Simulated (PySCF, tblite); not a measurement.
One entry of a table of gas-phase calculations, keyed by method. Lists by class give the value and the number of equivalent atoms.

```json
{
 "formula": "C7H7FN",
 "smiles": "Cc1ccc([NH])cc1F",
 "charge": 0,
 "multiplicity": 2,
 "geometry_level": "GFN2-xTB",
 "electronic_structure_code": "PySCF",
 "results": {
  "GFN2-xTB geometry": {
   "rotational_constants_GHz": [3.054, 1.373, 0.953]
  },
  "GFN2-xTB harmonic vibrations, gas phase": {
   "strongest_ir_bands_cm-1_km_per_mol_modes": [
    [657.9, 65.6, 1],
    [1094.9, 39.6, 1],
    [1133.9, 79.4, 1],
    [1153.6, 70.3, 1],
    [1336.8, 51.7, 1],
    [1484.0, 118.7, 1]
   ],
   "zpe_kcal_per_mol": 75.1
  },
  "UKS B3LYP, pcH-1 on C F H N, non-relativistic, mean-field spin-orbit, GIAO": {
   "g_iso": 2.00338,
   "g_tensor": [2.00213, 2.00307, 2.00493],
   "s2": 0.787,
   "a_iso_by_class_MHz": [
    ["13C", -40.0, 1],
    ["1H", -36.4, 1],
    ["13C", 33.2, 1],
    ["1H", 29.1, 3],
    ["13C", -28.2, 1]
   ]
  }
 }
}
```

⟨S²⟩ is 0.037 above the pure-spin value S(S + 1) = 0.75. With B = h/(8π²I), that is 505.379 GHz u Å² over I, the principal moments of inertia are 165.5, 368.2 and 530.6 u Å² (most abundant isotopes). g_iso is shifted by about +1060 ppm from the free-electron value 2.002319; the principal values span 0.0028.

 In GFN2-xTB open shells enter through the occupations alone, without spin polarisation, so single modes can be far off. Hyperfine couplings depend on the geometry, which wasn't re-optimised at a DFT level. The unpaired spin is shared among atoms: the largest Mulliken spin population is 0.56. Couplings of like nuclei are plain means over topologically equivalent atoms, as if these changed places fast (by rotation of a methyl-like group, say); in this geometry the members of some sets differ.

The values belong to the conformer `[CH3:1][c:2]1[cH:3][cH:4][c:5]([NH:6])[cH:7][c:8]1[F:9]`: H–N6–C5–C4 180°.
